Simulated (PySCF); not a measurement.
C₂H₇NSi₃, SMILES C#C[SiH]1[SiH2]N[SiH2]1.

The structure is a stationary point at B3LYP-D3(BJ)/def2-SVP. This is a generated structure with no PubChem entry under its InChIKey; it may be hypothetical.

Calculation: PBE0/def2-TZVP run with PySCF.

Symmetry labels are those of the subgroup Cs that the program uses (full group Cs).

Computed valence orbital energies around the gap with their symmetry:
```csv
orbital,symmetry,energy (eV)
HOMO−7,A",-10.28
HOMO−6,A',-10.26
HOMO−5,A",-9.63
HOMO−4,A',-9.28
HOMO−3,A",-8.73
HOMO−2,A',-8.02
HOMO−1,A',-7.49
HOMO,A",-7.04
LUMO,A',-0.74
LUMO+1,A",-0.52
LUMO+2,A',-0.49
LUMO+3,A',0.41
```
